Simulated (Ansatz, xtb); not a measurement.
Relaxing a trial structure of C3H6AlNO

The starting geometry of this gas-phase singlet was built from a drawn formula by distance geometry and a force field; its bonds are those of `[CH3][Al]([C]#N)[CH2]O`.

```xyz
12

C    -2.1455    0.8825    0.4562
C     0.5130    2.9739    0.1941
C     0.9112    0.1972    2.0077
Al   -0.2696    1.3461    0.8629
N     0.9467    4.0548   -0.2082
O     0.9488   -1.0771    1.3382
H    -2.3381   -0.0480    0.9471
H    -2.2697    0.8715   -0.6454
H    -2.8030    1.6656    0.8914
H     0.3981    0.0620    2.9825
H     1.8869    0.6144    2.0393
H     1.5299   -1.6783    1.8978
```

Problem. Predict what becomes of its bonds when it is optimised with r2SCAN-D4/def2-SVP.

Solution. A new bond forms, giving a structure given below by its coordinates. Contacts that close: Al4–O6 (2.75 → 1.95 Å).

The energy falls by 0.89 eV over 21 steps:

| step | E − E(last) (eV) |
| --- | --- |
| 1 | 0.894 |
| 3 | 0.425 |
| 5 | 0.415 |
| 8 | 0.336 |
| 10 | 0.138 |
| 12 | 0.048 |
| 14 | 0.022 |
| 17 | 0.006 |
| 19 | 0.001 |
| 21 | 0.000 |

Final geometry (Å):

```xyz
12

C    -2.1925    0.8320    0.5858
C     0.7219    2.4804    0.0569
C     0.7421    0.3217    2.4287
Al   -0.3306    1.1412    1.0272
N     1.3740    3.2623   -0.5139
O     0.8568   -0.4097    1.0857
H    -2.5815   -0.0863    1.0556
H    -2.3432    0.7422   -0.5031
H    -2.8309    1.6658    0.9247
H     0.4024   -0.4173    3.1659
H     1.7259    0.7261    2.7033
H     1.7643   -0.3938    0.7466
```

From the same start GFN2-xTB reaches the same bonding as this run.

The end wasn't checked by frequencies. Run with Ansatz 0.2.0, 41 s on 2 threads of Intel(R) Xeon(R) 6975P-C (Granite Rapids) (shared host).
